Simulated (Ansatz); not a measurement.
Two isomers of CH8BNOSi: A = `CB(N)O[SiH3]`, B = `BN[SiH2]OC`.

Computed with Ansatz on PBE0-D4/def2-TZVP structures; ΔE is electronic, products minus reactants. CBS: MP2 limit from def2 TZ/QZ plus the TZ coupled-cluster correction, frozen cores. Functionals use def2-TZVPP. B3LYP here is the variant with VWN-RPA as its local correlation; programs differ in this. One conformer a species, not always the lowest.

**Question.** Which isomer does CCSD(T)/CBS put lower? Give the gap. (Best estimate.)

**Answer.** Computed: A, by 38.6 kcal/mol.

**Question.** Give E(B) − E(A) in kcal/mol with PBE0-D4, HF/def2-TZVPP, CCSD/def2-TZVPP, B3LYP-D4, MP2/def2-TZVPP, CCSD(T)/def2-TZVPP, PBE-D4. (Estimate.)

**Answer.** The calculation gave: PBE0-D4 39.6, HF/def2-TZVPP 37.2, CCSD/def2-TZVPP 38.5, B3LYP-D4 38.3, MP2/def2-TZVPP 39.1, CCSD(T)/def2-TZVPP 38.4, PBE-D4 39.0. None reverses the order clearly.

Largest T1 diagnostic: 0.012.

In def2-TZVPP, CCSD(T) changes the Hartree–Fock value by +1.3 kcal/mol (the triples alone add −0.0 kcal/mol) and MP2 by +1.9 kcal/mol.
